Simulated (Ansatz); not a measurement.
Species: sum formula H7Si2NO6, charge 0, multiplicity 1. SMILES: O[Si](N[Si](O)(O)O)(O)O
Structure (B3LYP-D3(BJ)/def2-TZVP (Ansatz, a quantum-chemistry and plane-wave program) minimum search):
```
N
H 1 1.0098
Si 1 1.7103 2 117.04
O 3 1.6325 1 113.05 2 35.70
H 4 0.9601 3 117.11 1 69.92
O 3 1.6349 4 104.45 5 -165.14
H 6 0.9639 3 113.81 4 -153.28
O 3 1.6599 4 112.64 5 -45.59
H 8 0.9614 3 115.70 4 -83.64
Si 1 1.7162 2 116.63 3 -156.39
O 10 1.6349 1 112.57 2 -19.35
H 11 0.9606 10 116.54 1 -92.53
O 10 1.6369 11 108.22 12 30.32
H 13 0.9667 10 113.19 11 -155.53
O 10 1.6490 11 108.53 12 151.73
H 15 0.9612 10 117.26 11 -65.31
```

Wanted: atomisation energy (electronic, to ground-state atoms), in kcal/mol. Cores are frozen in the correlated levels unless marked. Open shells are spin-unrestricted. No spin-orbit coupling. No relativistic terms. The coupled-cluster limit lacks core correlation, which all-electron functionals hold. Basis-set limits of correlation are two-point, X^-3; Hartree-Fock from the larger set. [CCSD(T)-MP2]/basis is that difference in the basis named.

```
level               program  atomisation energy (kcal/mol)
------------------  -------  -----------------------------
HF/cc-pV(D+d)Z       Ansatz                         1044.2
B3LYP/def2-TZVPD     Ansatz                         1579.6
PBE0/def2-QZVPP      Ansatz                         1585.4
r2SCAN0/def2-TZVPD   Ansatz                         1564.4
```

**Question.** Predict the RI-MP2/CBS(cc-pV(T+d)Z,cc-pV(Q+d)Z)+[CCSD(T)-MP2]/cc-pV(T+d)Z result (Ansatz).

**Answer.** 1625.6 kcal/mol
